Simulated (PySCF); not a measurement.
# Spin-orbit coupling and the third ionisation energy along the lanthanides

Two-component X2C-1e calculated with PySCF 2.14: MP2 on generalised Hartree-Fock spinors (GMP2), with spin-orbit coupling off and on (screened by Boettger's factors); no Breit or QED terms. Values in eV; the references (NIST) lie between the lowest levels. Elements whose determinants are no pure J levels are left out.

| element | configurations | spin-free | with spin-orbit | shift | reference |
| --- | --- | --- | --- | --- | --- |
| La (x2c-QZVPPall-2c, [Ar] 3d10 frozen) | [Xe] 5d1 → [Xe] | 18.778 | 18.920 | 0.142 | 19.177 |
| Tb (x2c-QZVPPall-2c, [Ar] 3d10 frozen) | [Xe] 4f9 → [Xe] 4f8 | 22.293 | 22.407 | 0.114 | 21.82 ± 0.03 (s) |
| Dy (x2c-QZVPPall-2c, [Ar] 3d10 frozen) | [Xe] 4f10 → [Xe] 4f9 | 23.753 | 23.732 | -0.021 | 22.89 ± 0.03 (s) |
| Ho (x2c-QZVPPall-2c, [Ar] 3d10 frozen) | [Xe] 4f11 → [Xe] 4f10 | 24.123 | 23.913 | -0.210 | 22.79 ± 0.03 (s) |
| Er (x2c-QZVPPall-2c, [Ar] 3d10 frozen) | [Xe] 4f12 → [Xe] 4f11 | 24.461 | 24.137 | -0.324 | 22.7 ± 0.03 (s) |
| Tm (x2c-QZVPPall-2c, [Ar] 3d10 frozen) | [Xe] 4f13 → [Xe] 4f12 | 25.876 | 25.410 | -0.466 | 23.66 ± 0.03 (s) |
| Yb (x2c-QZVPPall-2c, [Ar] 3d10 frozen) | [Xe] 4f14 → [Xe] 4f13 | 27.738 | 27.096 | -0.642 | 25.053 ± 0.025 (s) |
| Lu (x2c-QZVPPall-2c, [Ar] 3d10 frozen) | [Xe] 4f14 6s1 → [Xe] 4f14 | 21.012 | 21.014 | 0.002 | 20.959 |

The largest shift is at Yb, -0.642 eV, where spin-orbit coupling lowers the species with fewer electrons by more than the one with more (starting occupations closed and 4f5/2^6 4f7/2^7).

What remains against the references is mostly the basis and correlation beyond MP2. References marked (s) are semi-empirical, (t) theoretical.
